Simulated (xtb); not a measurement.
1-bromo-1,1-dichloroethane (C₂H₃BrCl₂), SMILES CC(Cl)(Cl)Br. All values are semi-empirical tight-binding results from xtb (GFN2-xTB unless named), good for trends rather than for accurate numbers. The structure is a stationary point at GFN2-xTB.

**Question.** Estimate the properties. (Estimate from the structure and the level; the computed values follow.)

**Answer.** 
The point group as xtb finds it comes out as Cs. The orbital gap is 4.37 eV, the zero-point energy comes out as 28.1 kcal/mol and the G − E(el) at 298.15 K (modified RRHO) is 8.0 kcal/mol. The static polarisability (D4 model) is 72.4 bohr³ and the solvation energy, GFN2-xTB/ALPB(water) is -2.1 kcal/mol. The solvation energy, GFN2-xTB/ALPB(thf) is -6.3 kcal/mol.
